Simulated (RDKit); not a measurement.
Conformational energy of SMILES NC[SiH2]c1ccccc1 (C₇H₁₁NSi). Scanned: dihedral H10–N1–C2–Si3 and dihedral N1–C2–Si3–C4; all other coordinates were relaxed at GFN2-xTB.

Atom numbering (GFN2-xTB optimised geometry, Å):
```
20

N      3.8472    -0.0911    -0.4698
C      2.4938    -0.4421    -0.0382
Si     1.1260     0.6789    -0.7696
C     -0.5808     0.2181    -0.1198
C     -0.8083    -0.9162     0.6538
C     -2.0767    -1.2282     1.1104
C     -3.1465    -0.4064     0.8004
C     -2.9398     0.7270     0.0312
C     -1.6697     1.0309    -0.4218
H      3.9090    -0.1403    -1.4815
H      4.0550     0.8662    -0.2051
H      2.3370    -1.4871    -0.3166
H      2.4914    -0.4056     1.0541
H      1.1609     0.5577    -2.2369
H      1.4356     2.0746    -0.4169
H      0.0195    -1.5646     0.9036
H     -2.2316    -2.1140     1.7100
H     -4.1376    -0.6471     1.1569
H     -3.7709     1.3730    -0.2139
H     -1.5135     1.9162    -1.0218
```

Computed with MMFF94 // GFN2-xTB (RDKit).

Energy in kJ/mol above the lowest grid point; x is the dihedral H10–N1–C2–Si3 (°), y the dihedral N1–C2–Si3–C4 (°).

```
y \ x  -150  -120   -90   -60   -30     0    30    60    90   120   150   180
-----  ----  ----  ----  ----  ----  ----  ----  ----  ----  ----  ----  ----
180    12.4  19.4  12.9   6.6  12.1  19.1  13.2   6.1  11.0  18.3  12.1   6.1
150    13.5  21.3  16.1  10.1  15.2  22.3  17.2  10.5  14.0  20.2  14.1   7.7
120    16.2  23.7  18.7  13.5  17.4  22.4  15.5   9.2  13.9  20.1  16.2  10.5
90     11.6  18.9  13.2   8.1  14.4  19.0  11.2   5.0  10.9  16.2   9.1   5.1
60      6.4  14.6   8.9   2.5  10.4  17.7  13.4   7.8  12.8  16.2   7.4   0.0
30     10.7  18.5  14.2   8.0  12.8  20.1  18.2  15.4  23.3  23.1  15.2   5.9
0      17.1  23.7  19.0  12.6  17.9  23.5  17.8  14.4  21.7  29.5  22.6  15.3
-30    18.0  20.2  13.7   8.0  12.9  18.3  11.6   5.9  14.1  22.9  24.0  15.5
-60    12.4  17.7  11.3   2.5   8.0  14.4   7.8   0.1   6.3  16.1  14.1   7.8
-90    10.2  19.0  15.1   8.2  12.5  18.8  12.8   5.4   7.9  15.8  12.1   4.9
-120   14.6  22.5  18.2  13.6  17.9  23.4  17.2  10.7  14.9  19.8  15.1   9.3
-150   16.2  22.5  16.1  10.1  15.4  21.2  14.6   7.9  13.0  19.9  15.0  10.3
```

The six lowest points that lie below all their neighbours on the grid: x = 180, y = 60 (0.0 kJ/mol); x = 60, y = -60 (0.1 kJ/mol); x = -60, y = 60 (2.5 kJ/mol); x = -60, y = -60 (2.5 kJ/mol); x = 180, y = -90 (4.9 kJ/mol); x = 60, y = 90 (5.0 kJ/mol). The lowest path on the grid from the first to the second passes x = -120, y = 60 at 14.6 kJ/mol.

MMFF94 has few fitted parameters for silicon.
